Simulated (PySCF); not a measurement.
C4H6NO, SMILES O=C1CCC[N]1 (connectivity only; charge and spin as stated), charge -1, multiplicity 1.

The structure is a stationary point at B3LYP-D3(BJ)/def2-SVPD. The spin state was assumed, not searched. The isomer is the one that the SMILES or the coordinates give; other isomers of the formula were not compared. The values are those of a single conformer.

These are PySCF with B3LYP-D3(BJ)/def2-SVPD values and carry that method's errors.

Frequencies are harmonic and unscaled.

Computed vibrational spectrum:
```json
[
 {"mode": "1", "ν (cm⁻¹)": "154", "IR (km/mol)": "1.6", "moving atoms (share of kinetic energy)": "H 53 %, C 38 %, O 9 %"},
 {"mode": "2", "ν (cm⁻¹)": "230", "IR (km/mol)": "0.9", "moving atoms (share of kinetic energy)": "N 40 %, H 29 %, C 16 %, O 16 %"},
 {"mode": "3", "ν (cm⁻¹)": "479", "IR (km/mol)": "1.7", "moving atoms (share of kinetic energy)": "O 45 %, C 30 %, N 13 %, H 13 %"},
 {"mode": "4", "ν (cm⁻¹)": "551", "IR (km/mol)": "5.3", "moving atoms (share of kinetic energy)": "H 43 %, C 42 %"},
 {"mode": "5", "ν (cm⁻¹)": "640", "IR (km/mol)": "4.1", "moving atoms (share of kinetic energy)": "C 59 %, H 29 %, O 9 %"},
 {"mode": "6", "ν (cm⁻¹)": "701", "IR (km/mol)": "17.8", "moving atoms (share of kinetic energy)": "C 44 %, O 27 %, N 16 %, H 13 %"},
 {"mode": "7", "ν (cm⁻¹)": "792", "IR (km/mol)": "1.1", "moving atoms (share of kinetic energy)": "C 43 %, H 32 %, N 20 %"},
 {"mode": "8", "ν (cm⁻¹)": "877", "IR (km/mol)": "3.3", "moving atoms (share of kinetic energy)": "H 51 %, C 45 %"},
 {"mode": "9", "ν (cm⁻¹)": "884", "IR (km/mol)": "4.0", "moving atoms (share of kinetic energy)": "C 48 %, H 38 %, N 9 %"},
 {"mode": "10", "ν (cm⁻¹)": "914", "IR (km/mol)": "3.5", "moving atoms (share of kinetic energy)": "C 54 %, H 44 %"},
 {"mode": "11", "ν (cm⁻¹)": "999", "IR (km/mol)": "12.4", "moving atoms (share of kinetic energy)": "H 57 %, C 39 %"},
 {"mode": "12", "ν (cm⁻¹)": "1049", "IR (km/mol)": "11.3", "moving atoms (share of kinetic energy)": "H 51 %, C 42 %"},
 {"mode": "13", "ν (cm⁻¹)": "1073", "IR (km/mol)": "70.5", "moving atoms (share of kinetic energy)": "C 46 %, N 35 %, H 18 %"},
 {"mode": "14", "ν (cm⁻¹)": "1143", "IR (km/mol)": "6.3", "moving atoms (share of kinetic energy)": "H 71 %, C 24 %"},
 {"mode": "15", "ν (cm⁻¹)": "1177", "IR (km/mol)": "1.0", "moving atoms (share of kinetic energy)": "H 66 %, C 31 %"},
 {"mode": "16", "ν (cm⁻¹)": "1213", "IR (km/mol)": "1.4", "moving atoms (share of kinetic energy)": "H 78 %, C 21 %"},
 {"mode": "17", "ν (cm⁻¹)": "1249", "IR (km/mol)": "4.5", "moving atoms (share of kinetic energy)": "H 69 %, C 31 %"},
 {"mode": "18", "ν (cm⁻¹)": "1285", "IR (km/mol)": "67.9", "moving atoms (share of kinetic energy)": "H 49 %, C 40 %, N 10 %"},
 {"mode": "19", "ν (cm⁻¹)": "1297", "IR (km/mol)": "0.5", "moving atoms (share of kinetic energy)": "H 74 %, C 26 %"},
 {"mode": "20", "ν (cm⁻¹)": "1388", "IR (km/mol)": "83.7", "moving atoms (share of kinetic energy)": "C 37 %, N 31 %, H 20 %, O 12 %"},
 {"mode": "21", "ν (cm⁻¹)": "1448", "IR (km/mol)": "0.6", "moving atoms (share of kinetic energy)": "H 91 %, C 8 %"},
 {"mode": "22", "ν (cm⁻¹)": "1467", "IR (km/mol)": "10.8", "moving atoms (share of kinetic energy)": "H 89 %, C 10 %"},
 {"mode": "23", "ν (cm⁻¹)": "1485", "IR (km/mol)": "15.0", "moving atoms (share of kinetic energy)": "H 90 %, C 9 %"},
 {"mode": "24", "ν (cm⁻¹)": "1666", "IR (km/mol)": "846.8", "moving atoms (share of kinetic energy)": "C 70 %, O 19 %, N 8 %"},
 {"mode": "25", "ν (cm⁻¹)": "2829", "IR (km/mol)": "241.5", "moving atoms (share of kinetic energy)": "H 93 %"},
 {"mode": "26", "ν (cm⁻¹)": "2937", "IR (km/mol)": "157.6", "moving atoms (share of kinetic energy)": "H 93 %"},
 {"mode": "27", "ν (cm⁻¹)": "2991", "IR (km/mol)": "117.5", "moving atoms (share of kinetic energy)": "H 94 %"},
 {"mode": "28", "ν (cm⁻¹)": "3001", "IR (km/mol)": "62.8", "moving atoms (share of kinetic energy)": "H 94 %"},
 {"mode": "29", "ν (cm⁻¹)": "3033", "IR (km/mol)": "82.7", "moving atoms (share of kinetic energy)": "H 91 %, C 9 %"},
 {"mode": "30", "ν (cm⁻¹)": "3068", "IR (km/mol)": "71.5", "moving atoms (share of kinetic energy)": "H 91 %, C 9 %"}
]
```
